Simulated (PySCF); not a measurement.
Values are calculated unless marked as measured or tabulated.
Si3PH7OF

Si3PH7OF is a small molecule (built as: Si site whose three back bonds go to OSiH3, F, PHSiH3), neutral, doublet. The structure, one conformer, was relaxed in the gas phase by PBE0-D3(BJ)/def2-SVP. No frequency run checks that it is a minimum.

SMILES: F[Si](O[SiH3])P[SiH3]

Coordinates in Å:
```
Si1     0.185    0.827   -1.484
O2      1.075    0.426   -0.155
Si3     2.372   -0.355    0.546
F4      1.056    0.368   -2.785
P5     -1.699   -0.442   -1.350
Si6    -1.985   -0.050    0.866
H7      2.362   -0.030    1.999
H8      2.231   -1.828    0.356
H9      3.646    0.113   -0.070
H10    -2.591    0.583   -1.787
H11    -3.426   -0.295    1.174
H12    -1.625    1.336    1.291
H13    -1.142   -1.031    1.608
```

EPR values by unrestricted B3LYP, IGLO-III on F O P Si, pcH-1 on H.

Task: Predict g and the largest hyperfine couplings. Where does the spin sit?

Result: g = 2.0002, 2.0017, 2.0030. The spin sits on Si1 (70 %, bonded to 1 F + 1 O + 1 P) by Mulliken populations.
```tsv
atom	isotope	isotropic (MHz)	dipolar, principal values (MHz)
Si1	29Si	-843.8	-114.4, 53.9, 60.5
F4	19F	213.7	-109.4, -102.4, 211.7
P5	31P	-5.9	-98.9, -91.4, 190.3
O2	17O	-46.7	-18.6, 8.8, 9.8
H10	1H	5.9	-5.9, -0.1, 6.0
H8	1H	7.4	-1.1, -0.6, 1.7
```

Task: How do the isotropic couplings move with BHandHLYP?

Result: Si1 -843.8 to -874.7 MHz, F4 213.7 to 237.5 MHz, P5 -5.9 to -1.8 MHz, O2 -46.7 to -48.3 MHz.

The 2 runs behind this took 2.2 min in all, one thread each of Intel Xeon 6975P-C on a shared host, launched as `OMP_NUM_THREADS=1 python cluster_run.py task.json out`.
